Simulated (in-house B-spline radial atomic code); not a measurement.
Values are calculated unless marked as measured or tabulated.
## Stopping and range of 2 keV W in Ge

The pair potential comes from two frozen, spherical free-atom densities (PBE, B-spline radial code, scalar-relativistic past argon): electrostatics plus the change in Thomas-Fermi kinetic and Dirac exchange energy where they overlap, the recipe behind the universal ZBL potential, which averages such potentials (from solid-state densities) over many pairs. It is written V = (Z1 Z2 e²/r) φ(r/a), with e² = 14.3996 eV·Å and a = 0.46850 Å/(Z1^0.23 + Z2^0.23); ZBL's fit is φ = 0.18175 e^(−3.1998x) + 0.50986 e^(−0.94229x) + 0.28022 e^(−0.4029x) + 0.02817 e^(−0.20162x). Where φ falls below 4e-4 it is continued as an exponential.

The target is taken as amorphous, with density 5.3234 g/cm³ (NSM archive of the Ioffe Institute); channelling is ignored. Masses: W 183.84, Ge 72.63 u. Nuclear stopping is S_n = 4π a Z1 Z2 e² M1/(M1 + M2) × s_n(ε), with s_n integrated over impact parameters for each pair. Electronic stopping is Lindhard and Scharff's S_e = Z1^(1/6) 8π e² a0 Z1 Z2/(Z1^(2/3) + Z2^(2/3))^(3/2) × v/v0, with a0 = 0.529177 Å and v = v0 at 24.801 keV/u; it misses the oscillations with Z1 seen in experiment, which reach tens of per cent. Compounds add by atom fraction.

```csv
target atom,a (Å),ε at this energy,"s_n, this pair","s_n, ZBL potential"
Ge,0.09541,0.001585,0.06773,0.07081
```

**Question.** What are the atom density and the stopping powers at entry?

**Answer.** N = 5.3234 × 0.602214/72.63 = 0.04414 atoms/Å³. For Ge: S_n = 29310 × 0.06773 = 1985 eV·Å², S_e = 2.9841 × √2000 = 133.5 eV·Å². Averaged over the target's atoms and times N × 10 Å/nm, the ion loses N S_n = 876 eV/nm to recoils and N S_e = 58.9 eV/nm to electrons; the nuclear share is 94 %.

Along the track:

```
E (keV)  N S_n (eV/nm)  N S_e (eV/nm)
    0.1            164           13.2
    0.3            315           22.8
    0.6            465           32.3
      1            612           41.7
    1.5            757             51
      2            876           58.9
```

**Question.** Estimate the path length and the projected range.

**Answer.** With continuous slowing down the path is the integral of dE/(N (S_n + S_e)). Trapezoids over the table give 3.58 nm, and the stretch below the first row, with stopping taken as √E, adds 2E/(N S) = 1.1 nm: 4.71 nm in all, against 4.44 nm on a fine grid from 5 eV, a cut that itself drops some per cent of so short a path. Deflections shorten the depth: to first order in the energy passed on, N (S_n + S_e) dR_p/dE = 1 − N S_n (M2/M1) R_p/(2E), summed over the target's atoms, and integrating this on the fine grid gives R_p = 3.28 nm, 0.74 of the path. Lindhard's rule of thumb R/(1 + M2/3M1), with mean M2/M1 = 0.40, gives 3.92 nm. On the ZBL potential the same equation gives 3.22 nm, and the full integral equation, which keeps hard collisions, 3.2 nm.
